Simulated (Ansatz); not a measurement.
`C[CH2][Mg][NH2]` + H₂ → `[NH2][MgH]` + ethane at 298.15 K and 1 bar (hydrogenolysis of a Mg–C bond).

Gas-phase electronic energies from Ansatz, PBE0-D4/def2-TZVP geometries. CCSD(T)/CBS is the MP2 limit (def2-TZVPP, def2-QZVPP) plus CCSD(T) − MP2 in def2-TZVPP, frozen cores. This one scheme is used for every species. For Mg outer-core shells are correlated without core-valence functions, which leaves a few kJ/mol of doubt a bond. One conformer a species, not always the lowest.

```
          species  CCSD(T)/CBS energy (Eh)  H − E (kJ/mol)  S (J/(mol·K))
`C[CH2][Mg][NH2]`               -334.92798           252.0          358.6
               H₂                 -1.17544            35.1          130.4
     `[NH2][MgH]`               -256.40266            89.4          251.1
             `CC`                -79.71954           207.7          227.7
```

H − E and S are ideal-gas, rigid-rotor, harmonic terms from PBE0-D4/def2-TZVP, for one conformer and one mirror image of each species. The MP2-based limit puts H₂ 0.8 mEh under its directly extrapolated value; such offsets cancel only in part. 1 Eh = 2625.50 kJ/mol, R = 8.31446 J/(mol·K).

Q: By hand: ΔE, ΔH, ΔS and ΔG.

A: ΔE = (-256.40266) + (-79.71954) − (-334.92798) − (-1.17544) = -0.01878 Eh = -49.3 kJ/mol. Δ(H − E) = 89.4 + 207.7 − 252.0 − 35.1 = 10.0, so ΔH = -39.3 kJ/mol. ΔS = 251.1 + 227.7 − 358.6 − 130.4 = -10.2 J/(mol·K). ΔG = -39.3 − 298.15 × (-10.2)/1000 = -36.3 kJ/mol.

Q: By hand: the equilibrium constant, and the temperature at which ΔG would vanish if ΔH and ΔS stayed fixed.

A: log₁₀ K = −ΔG/(RT ln 10) = 6.4. ΔG = 0 at ΔH/ΔS = 3853 K, far beyond where these terms or the molecules hold.

The number of gas molecules stays the same, so ΔS is small and ΔH decides. A doubt of 5 kJ/mol in ΔE shifts log₁₀ K by 0.9 here. Other conformers and mirror images would add mixing entropy, several J/(mol·K) or more a flexible species. Modes under 60 cm⁻¹, often nearly free rotors, make the harmonic entropy too high. These are equilibria of isolated gas molecules and say nothing of rates. Largest T1 diagnostic: 0.009 (customary marks: 0.02 for closed shells, 0.045 for open ones).
